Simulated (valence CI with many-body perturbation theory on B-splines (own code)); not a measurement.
# E1 line list for Cs⁴⁺

Level of theory: configuration interaction combined with many-body perturbation theory (CI+MBPT): five valence electrons over a frozen Dirac-Fock core [Kr] 4d10, a basis of 9 s, 9 p, 8 d, 6 f, 3 g, 1 h functions for each j, with the one-electron correlation potential Σ1 (screened to all orders), the two-electron term Σ2, the three-electron term Σ3, Breit, model QED; selected single and double excitations, second order for the rest, scaled by the run's own slope (own B-spline code, finite nucleus).

Against 27 measured levels this calculation errs by 208 cm⁻¹ on average and by 622 at most. These come from a selection out of Sansonetti, J. Phys. Chem. Ref. Data 38, 761 (2009). Levels without a partner in it may be off by more, other configurations by several thousand cm⁻¹. Among the levels kept, up to 590 cm⁻¹ of a level comes from second order outside the variational space, and about a tenth of that is noise between levels of different J, which matters for small intervals. 4 measured levels below the end of the list, from 158249 cm⁻¹ on, found no clear computed partner, and computed levels of the same name lie up to 507 cm⁻¹ from them.

Lines 101 to 150 of 208 in falling wavelength, among levels below 206970 cm⁻¹, chosen from the strongest by gf and those to the six lowest levels. Wavelengths and rates use the calculated energies, so an error of 200 cm⁻¹ moves a line at 110.2 nm by 0.22 % and its rate by three times that or more. Electric multipoles are in the length gauge, E1 and E2 with the static RPA response of the core. Weak lines are less certain than strong ones. Lines between different terms over intervals too small for the method are left out, as are lines whose strength nearly cancels. The highest levels of a list are the least certain.

Names give the largest LS component (configuration and term), which can be under half, so a name can repeat, a term be missing and a line seem to break the LS rules; names also repeat where a configuration has a term twice. Letters in brackets count levels of one name in rising energy.

```tsv
λ vac (nm)	λ from measured levels	Upper	Lower	A (s⁻¹)	log gf	Branch %
112.1		4f 5s2 5p2 2F°_5/2 [a]	5s 5p4 4P_5/2	1.65e+06	-2.73	4.3
110.2	109.6	5s 5p4 4P_3/2	5s2 5p3 2P°_1/2	9.68e+04	-4.15	0.0
109.6		4f 5s2 5p2 2F°_7/2	5s 5p4 4P_5/2	5.07e+06	-2.14	13.3
108.1		4f 5s2 5p2 2F°_5/2 [b]	5s 5p4 4P_5/2	6.53e+02	-6.16	0.0
107.4	106.9	5s 5p4 4P_5/2	5s2 5p3 2D°_5/2	2.43e+07	-1.60	7.2
107.0	106.5	5s 5p4 4P_1/2	5s2 5p3 2P°_1/2	2.55e+07	-2.06	5.1
102.6	102.4	5s 5p4 2D_3/2	5s2 5p3 2P°_3/2	2.75e+06	-2.76	0.4
101.6	101.2	5s 5p4 4P_5/2	5s2 5p3 2D°_3/2	4.14e+07	-1.42	12.3
98.24	97.98	5s 5p4 2D_5/2	5s2 5p3 2P°_3/2	1.03e+08	-1.05	18.9
97.67	97.26	5s 5p4 4P_3/2	5s2 5p3 2D°_5/2	2.05e+07	-1.93	4.5
92.86	92.49	5s 5p4 4P_3/2	5s2 5p3 2D°_3/2	1.03e+06	-3.27	0.2
92.84	92.59	5s 5p4 2D_3/2	5s2 5p3 2P°_1/2	2.18e+07	-1.95	2.9
90.61	90.27	5s 5p4 4P_1/2	5s2 5p3 2D°_3/2	1.09e+07	-2.57	2.2
88.84	88.73	5s2 5p2 5d 2P_3/2	5s2 5p3 2P°_3/2	4.05e+07	-1.72	6.0
88.05	87.80	5s 5p4 4P_5/2	5s2 5p3 4S°_3/2	2.69e+08	-0.73	80.2
86.58	86.48	5s2 5p2 5d 4F_3/2	5s2 5p3 2P°_3/2	1.94e+07	-2.06	2.6
86.24		5s 5p4 2P_1/2	5s2 5p3 2P°_3/2	2.16e+07	-2.32	1.3
84.81	84.71	5s2 5p2 5d 4F_5/2	5s2 5p3 2P°_3/2	5.77e+06	-2.43	0.7
83.79	83.62	5s 5p4 2D_3/2	5s2 5p3 2D°_5/2	2.92e+07	-1.91	3.8
81.41	81.29	5s2 5p2 5d 2P_3/2	5s2 5p3 2P°_1/2	7.15e+07	-1.55	10.5
81.40	81.17	5s 5p4 4P_3/2	5s2 5p3 4S°_3/2	4.26e+08	-0.77	93.6
80.85	80.67	5s 5p4 2D_5/2	5s2 5p3 2D°_5/2	4.27e+08	-0.60	78.2
80.41	80.30	5s2 5p2 5d 2F_5/2	5s2 5p3 2P°_3/2	1.98e+05	-3.94	0.1
80.22	80.08	5s 5p4 2D_3/2	5s2 5p3 2D°_3/2	6.76e+08	-0.58	88.8
79.66	79.45	5s 5p4 4P_1/2	5s2 5p3 4S°_3/2	4.56e+08	-1.06	91.6
79.52	79.40	5s2 5p2 5d 4F_3/2	5s2 5p3 2P°_1/2	5.76e+05	-3.66	0.1
79.23		5s 5p4 2P_1/2	5s2 5p3 2P°_1/2	3.53e+08	-1.18	20.9
78.66	78.56	5s2 5p2 5d 4D_1/2	5s2 5p3 2P°_3/2	3.68e+07	-2.17	4.3
77.20	77.12	5s2 5p2 5d 4D_3/2	5s2 5p3 2P°_3/2	2.41e+07	-2.06	1.4
75.18	75.11	5s2 5p2 5d 4D_5/2	5s2 5p3 2P°_3/2	4.47e+06	-2.64	0.2
75.08	75.02	5s 5p4 2S_1/2	5s2 5p3 2P°_3/2	6.24e+08	-0.98	54.8
74.37	74.30	5s2 5p2 5d 2P_3/2	5s2 5p3 2D°_5/2	4.19e+08	-0.86	61.8
72.79	72.67	5s2 5p2 5d 4D_1/2	5s2 5p3 2P°_1/2	2.48e+08	-1.40	29.0
72.78	72.71	5s2 5p2 5d 4F_3/2	5s2 5p3 2D°_5/2	3.75e+08	-0.92	49.9
71.55	71.48	5s2 5p2 5d 2P_3/2	5s2 5p3 2D°_3/2	7.88e+07	-1.62	11.6
71.54	71.44	5s2 5p2 5d 4D_3/2	5s2 5p3 2P°_1/2	1.67e+07	-2.29	1.0
71.53	71.45	5s2 5p2 5d 4F_5/2	5s2 5p3 2D°_5/2	4.46e+07	-1.69	5.3
71.52	71.45	5s 5p4 2D_3/2	5s2 5p3 4S°_3/2	3.18e+07	-2.01	4.2
70.08	70.02	5s2 5p2 5d 4F_3/2	5s2 5p3 2D°_3/2	1.62e+08	-1.32	21.5
69.85		5s 5p4 2P_1/2	5s2 5p3 2D°_3/2	1.13e+09	-0.78	66.9
69.71	69.63	5s 5p4 2S_1/2	5s2 5p3 2P°_1/2	1.88e+08	-1.56	16.5
69.37	69.28	5s 5p4 2D_5/2	5s2 5p3 4S°_3/2	1.60e+07	-2.16	2.9
68.91	68.85	5s2 5p2 5d 4F_5/2	5s2 5p3 2D°_3/2	7.26e+07	-1.51	8.5
68.67	68.80	5s2 5p2 5d 4P_5/2	5s2 5p3 2P°_3/2	2.00e+05	-4.07	0.0
68.37	68.29	5s2 5p2 5d 2F_5/2	5s2 5p3 2D°_5/2	7.46e+06	-2.50	2.6
68.26	68.51	5s 5p4 2P_3/2	5s2 5p3 2P°_3/2	1.48e+08	-1.38	0.7
68.18	68.09	5s2 5p2 5d 4F_7/2	5s2 5p3 2D°_5/2	6.93e+07	-1.41	100.0
67.54	67.70	5s2 5p2 5d 4P_3/2	5s2 5p3 2P°_3/2	1.88e+08	-1.29	0.8
67.00	67.13	5s2 5p2 5d 4P_1/2	5s2 5p3 2P°_3/2	1.28e+08	-1.76	0.5
66.57		5s2 5p2 5d 2F_7/2	5s2 5p3 2D°_5/2	4.47e+07	-1.62	100.0
```

Q: How does gf follow from A for the line at 77.20 nm?

A: gf = 1.4992 × (2J+1)_upper × A / σ², with σ = 129527 cm⁻¹ and 2J+1 = 4: gf = 0.00863.
